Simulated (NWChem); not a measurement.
Everything below was run with NWChem. System: H3OSi, charge 0, spin multiplicity 4, at the geometry of a parent with another charge or spin, in a state set for the comparison that need not be this species' ground state. Its SCF solution wasn't tested for a lower state. Level: UMP2/def2-TZVP, 6 core orbitals frozen.

Job file:

```
start mol
memory heap 200 mb stack 900 mb global 1100 mb
geometry units angstroms nocenter noautoz
  O     -1.179621    -0.216817     0.000000
  Si     0.469888     0.097966     0.000000
  H      0.914384     0.828065     1.223719
  H      0.914384     0.828065    -1.223719
  H      1.029765    -1.293119     0.000000
  symmetry group Cs
end
basis spherical
  * library def2-tzvp
end
scf
  uhf
  nopen 3
  maxiter 100
  thresh 1e-7
  semidirect memsize 60000000 filesize 0
  # guess.movecs holds the orbitals of an unrestricted PBE0 run
  vectors input guess.movecs output mol.movecs
end
mp2
  freeze core 6
end
task mp2 energy
```

NWChem printed:

```
             Northwest Computational Chemistry Package (NWChem) 7.3.0
             --------------------------------------------------------

                                NWChem Input Module
                                -------------------

 Scaling coordinates for geometry "geometry" by  1.889725989
 (inverse scale =  0.529177249)

 Turning off AUTOSYM since
 SYMMETRY directive was detected!

                             Geometry "geometry" -> ""
                             -------------------------

 Output coordinates in angstroms (scale by  1.889725989 to convert to a.u.)

  No.       Tag          Charge          X              Y              Z
 ---- ---------------- ---------- -------------- -------------- --------------
    1 O                    8.0000    -1.17962100    -0.21681700     0.00000000
    2 Si                  14.0000     0.46988800     0.09796600     0.00000000
    3 H                    1.0000     0.91438400     0.82806500     1.22371900
    4 H                    1.0000     0.91438400     0.82806500    -1.22371900
    5 H                    1.0000     1.02976500    -1.29311900     0.00000000

 Effective nuclear repulsion energy (a.u.)      55.7372141227

            Nuclear Dipole moment (a.u.)
            ----------------------------
        X                 Y               Z
 ---------------- ---------------- ----------------
    -0.0000056692    -0.0000018897     0.0000000000

      Symmetry information
      --------------------

 Group name             Cs
 Group number              2
 Group order               2
 No. of unique centers     4

      Symmetry unique atoms

     1    2    3    5


 Summary of "ao basis" -> "" (spherical)
 ------------------------------------------------------------------------------
       Tag                 Description            Shells   Functions and Types
 ---------------- ------------------------------  ------  ---------------------
 *                         def2-tzvp                  on all atoms

 Summary of "ao basis" -> "ao basis" (spherical)
 ------------------------------------------------------------------------------
       Tag                 Description            Shells   Functions and Types
 ---------------- ------------------------------  ------  ---------------------
 O                         def2-tzvp                11       31   5s3p2d1f
 Si                        def2-tzvp                13       37   5s5p2d1f
 H                         def2-tzvp                 4        6   3s1p

                                 NWChem SCF Module
                                 -----------------

  ao basis        = "ao basis"
  functions       =    86
  atoms           =     5
  alpha electrons =    14
  beta  electrons =    11
  charge          =   0.00
  wavefunction    = UHF
  use symmetry    = T
  symmetry adapt  = T

 Summary of "ao basis" -> "ao basis" (spherical)
 ------------------------------------------------------------------------------
       Tag                 Description            Shells   Functions and Types
 ---------------- ------------------------------  ------  ---------------------
 O                         def2-tzvp                11       31   5s3p2d1f
 Si                        def2-tzvp                13       37   5s5p2d1f
 H                         def2-tzvp                 4        6   3s1p

      Symmetry analysis of basis
      --------------------------

        a'         57
        a"         29

 Forming initial guess at       0.0s

   Symmetry analysis of molecular orbitals - initial alpha
   -------------------------------------------------------

  Numbering of irreducible representations:

     1 a'          2 a"

  Orbital symmetries:

     1 a'          2 a'          3 a'          4 a'          5 a'
     6 a"          7 a'          8 a'          9 a"         10 a'
    11 a'         12 a'         13 a"         14 a'         15 a'
    16 a"         17 a'         18 a'         19 a"         20 a'
    21 a"         22 a'         23 a'         24 a"

   Symmetry analysis of molecular orbitals - initial beta
   ------------------------------------------------------

  Numbering of irreducible representations:

     1 a'          2 a"

  Orbital symmetries:

     1 a'          2 a'          3 a'          4 a"          5 a'
     6 a'          7 a'          8 a'          9 a'         10 a'
    11 a"         12 a"         13 a'         14 a'         15 a'
    16 a"         17 a'         18 a"         19 a'         20 a'
    21 a"         22 a'         23 a'         24 a"

 Starting SCF solution at       0.0s

 ----------------------------------------------
         Quadratically convergent UHF

 Convergence threshold     :          1.000E-07
 Maximum no. of iterations :          100
 Integral*density screening:          1.000E-09
 ----------------------------------------------

              iter       energy          gnorm     gmax       time
             ----- ------------------- --------- --------- --------
                 1     -365.2610171657  5.89D-01  2.04D-01      0.5
                 2     -365.2933624015  2.97D-01  6.96D-02      0.5
                 3     -365.3085292557  8.55D-02  2.31D-02      0.7
                 4     -365.3112496097  8.60D-03  2.68D-03      0.9
                 5     -365.3113209252  2.10D-04  6.18D-05      1.2
  ga_iter_lsolve: convergence stagnant ... aborting solve
                 6     -365.3113209512  2.90D-07  1.38D-07      1.6
                 7     -365.3113209512  8.52D-09  3.31D-09      1.9

       Final UHF  results
       ------------------

         Total SCF energy =   -365.311320951208
[...]
    35      0.361496  2 Si s                  6     -0.230535  1 O  px
    34     -0.224881  2 Si s                  9     -0.216915  1 O  px
    36      0.217934  2 Si s

 Vector   10  Occ=1.000000D+00  E=-4.832621D-01  Symmetry=a'
              MO Center=  6.6D-01, -3.5D-01,  1.6D-13, r^2= 2.2D+00
   Bfn.  Coefficient  Atom+Function         Bfn.  Coefficient  Atom+Function
  ----- ------------  ---------------      ----- ------------  ---------------
    47      0.320193  2 Si py                82     -0.240361  5 H  s

 Vector   11  Occ=1.000000D+00  E=-4.798289D-01  Symmetry=a"
              MO Center=  6.4D-01,  5.4D-01, -2.4D-13, r^2= 2.2D+00
   Bfn.  Coefficient  Atom+Function         Bfn.  Coefficient  Atom+Function
  ----- ------------  ---------------      ----- ------------  ---------------
    48      0.325664  2 Si pz                70      0.221381  3 H  s
    76     -0.221381  4 H  s

 Vector   12  Occ=0.000000D+00  E=-6.371531D-02  Symmetry=a"
              MO Center= -8.6D-01, -1.1D-01, -4.0D-14, r^2= 1.8D+00
   Bfn.  Coefficient  Atom+Function         Bfn.  Coefficient  Atom+Function
  ----- ------------  ---------------      ----- ------------  ---------------
    14      0.381552  1 O  pz                 8      0.341428  1 O  pz
    11      0.318150  1 O  pz                71     -0.286184  3 H  s
    77      0.286184  4 H  s                 51      0.257085  2 Si pz

 Vector   13  Occ=0.000000D+00  E=-5.779151D-02  Symmetry=a'
              MO Center= -8.5D-01, -2.3D-01,  1.9D-13, r^2= 1.7D+00
   Bfn.  Coefficient  Atom+Function         Bfn.  Coefficient  Atom+Function
  ----- ------------  ---------------      ----- ------------  ---------------
    13      0.382050  1 O  py                 7      0.338074  1 O  py
    10      0.314226  1 O  py                83      0.310897  5 H  s
    50      0.205351  2 Si py                71     -0.151816  3 H  s
    77     -0.151816  4 H  s

 Vector   14  Occ=0.000000D+00  E= 1.185691D-01  Symmetry=a'
              MO Center=  2.4D-01,  4.6D-02,  1.7D-14, r^2= 5.8D+00
   Bfn.  Coefficient  Atom+Function         Bfn.  Coefficient  Atom+Function
  ----- ------------  ---------------      ----- ------------  ---------------
    49      1.496114  2 Si px                 5      1.366409  1 O  s
    36     -0.543686  2 Si s                 12      0.409437  1 O  px
    46      0.375439  2 Si px                71     -0.303812  3 H  s
    77     -0.303812  4 H  s                 50      0.250419  2 Si py
    61     -0.227654  2 Si d  2              83     -0.204147  5 H  s

 center of mass
 --------------
 x =  -0.11423957 y =  -0.01452938 z =   0.00000000

 moments of inertia (a.u.)
 ------------------
          25.366727605396         -19.787511072342           0.000000000000
         -19.787511072342         121.540555473398           0.000000000000
           0.000000000000           0.000000000000         125.349395820061

  Mulliken analysis of the total density
  --------------------------------------

    Atom       Charge   Shell Charges
 -----------   ------   -------------------------------------------------------
    1 O    8     7.55   0.80  1.18  0.65  1.06  0.08  1.69  1.68  0.39  0.00  0.01  0.00
    2 Si  14    14.54   2.00  0.58  1.39  0.78  0.50  4.12  1.73  0.54  1.48  1.07  0.17  0.15  0.03
    3 H    1     0.96   0.22  0.53  0.20  0.01
    4 H    1     0.96   0.22  0.53  0.20  0.01
    5 H    1     0.98   0.23  0.53  0.21  0.01

  Mulliken analysis of the alpha density
  --------------------------------------

    Atom       Charge   Shell Charges
 -----------   ------   -------------------------------------------------------
    1 O    8     4.66   0.40  0.59  0.36  0.54 -0.06  1.31  1.26  0.25  0.00  0.00  0.00
    2 Si  14     7.85   1.00  0.29  0.70  0.38  0.31  2.06  0.86  0.27  0.84  0.91  0.10  0.09  0.02
    3 H    1     0.49   0.12  0.27  0.10  0.01
    4 H    1     0.49   0.12  0.27  0.10  0.01
    5 H    1     0.52   0.12  0.29  0.10  0.01

   Mulliken analysis of the beta density
   -------------------------------------

    Atom       Charge   Shell Charges
 -----------   ------   -------------------------------------------------------
    1 O    8     2.89   0.40  0.59  0.29  0.52  0.14  0.38  0.42  0.14  0.00  0.01  0.00
    2 Si  14     6.70   1.00  0.29  0.70  0.40  0.19  2.06  0.86  0.26  0.64  0.17  0.06  0.05  0.01
    3 H    1     0.48   0.11  0.26  0.10  0.00
    4 H    1     0.48   0.11  0.26  0.10  0.00
    5 H    1     0.46   0.11  0.25  0.10  0.00

   Mulliken analysis of the spin density
   -------------------------------------

    Atom       Charge   Shell Charges
 -----------   ------   -------------------------------------------------------
    1 O    8     1.77   0.00 -0.00  0.07  0.02 -0.20  0.93  0.84  0.11 -0.00 -0.00 -0.00
    2 Si  14     1.15   0.00  0.00 -0.00 -0.02  0.13  0.01 -0.00  0.01  0.20  0.74  0.04  0.04  0.01
    3 H    1     0.01   0.01  0.01 -0.01  0.00
    4 H    1     0.01   0.01  0.01 -0.01  0.00
    5 H    1     0.06   0.02  0.04  0.00  0.00

       Multipole analysis of the density wrt the origin
       ------------------------------------------------

     L   x y z        total         alpha         beta         nuclear
     -   - - -        -----         -----         ----         -------
     0   0 0 0     -0.000000    -14.000000    -11.000000     25.000000

     1   1 0 0     -1.012541      0.980746     -1.993282     -0.000006
     1   0 1 0     -0.433604     -0.186288     -0.247314     -0.000002
     1   0 0 1      0.000000      0.000000      0.000000      0.000000

     2   2 0 0    -18.496873    -48.875687    -30.171381     60.550195
     2   1 1 0      0.255249     -5.786540     -4.218907     10.260696
     2   1 0 1     -0.000000     -0.000000      0.000000      0.000000
     2   0 2 0    -17.247234    -17.973815    -11.964909     12.691490
     2   0 1 1      0.000000      0.000000      0.000000      0.000000
     2   0 0 2    -16.635614    -16.021448    -11.309419     10.695253

                   NWChem MP2 Semi-direct Energy/Gradient Module
                   ---------------------------------------------

  Basis functions       =     86
  Molecular orbitals    =     86
  Frozen core           =      6
  Frozen virtuals       =      0
  Active alpha occupied =      8
  Active beta occupied  =      5
  Active alpha virtual  =     72
  Active beta virtual   =     75
  Use MO symmetry       = T
  Use skeleton AO sym   = T

  AO/Fock/Back tols     =   1.0D-09  1.0D-09  1.0D-09

 GA uses MA = F    GA memory limited = T

 Available:
  local mem=  1.26D+08
 global mem=  1.44D+08
 local disk=  0.00D+00
  mp2_memr nvloc                    72
  nvloc new                    72
   1 passes of   8:        5242880                      43876                   7309725.
   1 passes of   8: M    126149901           G      144164408           F     120907021.

 Semi-direct pass number   1 of   1  for UHF alpha       at        2.0s
  vrange nnbf                  3726
  mp2_eaftype                    27  avail_ma_in_mb                  1099
 EAF : mp2_eaftype filesize          27    3654862.
  mp2_eaf for mointskh                     27
Node 0 wrote     17.2 Mb in      0.0 s     Agg I/O rate:  1615.8 Mb/s
 Done moints_semi at        3.2s
  mp2_eaftype                    27  avail_ma_in_mb                  1072
 EAF : mp2_eaftype filesize          27    3654862.
  mp2_eaf for kh                    27
 Done maket at        3.3s
 Done multipass loop at        3.3s

 GA uses MA = F    GA memory limited = T

 Available:
  local mem=  1.26D+08
 global mem=  1.44D+08
 local disk=  0.00D+00
  mp2_memr nvloc                    75
  nvloc new                    75
   1 passes of   5:        5242880                      33830                   4763376.
   1 passes of   5: M    126149901           G      144164408           F     120907021.

 Semi-direct pass number   1 of   1  for UHF beta        at        3.3s
  vrange nnbf                  3726
  mp2_eaftype                    18  avail_ma_in_mb                  1099
 EAF : mp2_eaftype filesize          18    2381688.
  mp2_eaf for mointskh                     18
Node 0 wrote     11.2 Mb in      0.0 s     Agg I/O rate:   739.3 Mb/s
 Done moints_semi at        4.6s
  mp2_eaftype                    18  avail_ma_in_mb                  1081
 EAF : mp2_eaftype filesize          18    2381688.
  mp2_eaf for kh                    18
 Done maket at        4.7s
 Done multipass loop at        4.7s

          -------------------------------------------
          SCF energy                -365.311320951208
          Correlation energy          -0.279538921456
          Singlet pairs                0.000000000000
          Triplet pairs                0.000000000000
          Total MP2 energy          -365.590859872663
          -------------------------------------------

          ---------------------------------------------------
                    Spin Component Scaled (SCS) MP2
          Same spin pairs                     -0.061569967061
          Same spin scaling factor             0.333333333333
          Opposite spin pairs                 -0.217968954394
          Opposite spin scaling fact.          1.200000000000
          SCS-MP2 correlation energy          -0.282086067627
          Total SCS-MP2 energy              -365.593407018835
          ---------------------------------------------------

 -----------------------
 Performance information
 -----------------------

 Timer overhead =  9.66D-08 seconds/call

               Nr. of calls         CPU time (s)                 Wall time (s)                GFlops
             ---------------    -------------------     ------------------------------   -------------------
Name         Min   Avg   Max    Min     Avg     Max     Min     Avg     Max   Mx/calls   Min     Max     Sum
mp2: moin     2     2     2    2.6     2.6     2.6      2.6     2.6     2.6     1.3      0.0     0.0     0.0
mp2: make     2     2     2   0.11    0.11    0.11     0.11    0.11    0.11    5.37E-2   0.0     0.0     0.0
mp2: tota     1     1     1    2.7     2.7     2.7      2.7     2.7     2.7     2.7      0.0     0.0     0.0

 The average no. of pstat calls per process was 5.00D+00
 with a timing overhead of 4.83D-07s

 Task  times  cpu:        4.7s     wall:        4.7s

 Total times  cpu:        4.7s     wall:        4.7s
```
